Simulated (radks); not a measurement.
The numbers below are computed, except where a source is named.
All-electron atom: Gd36+ in [Ar] 3d10. Level of theory: scalar-relativistic Kohn-Sham, exchange-only PBE, spin-polarised, spherical densities, point nucleus (a radial shooting solver on a logarithmic mesh with Libxc functionals). Some entries of the table are withheld. Estimate them.

orbital,occ.,eigenvalue (eV),<r> (bohr)
1s,2,-51619.03,0.02190
2s,2,-9746.942,(1)
2p,6,-8841.503,0.08213
3s,2,-3223.169,0.2398
3p,6,(2),0.2372
3d,10,(3),0.2141

Answer. 
(1) 2s <r> (bohr): 0.09307
(2) 3p eigenvalue (eV): -2941.719
(3) 3d eigenvalue (eV): -2581.807
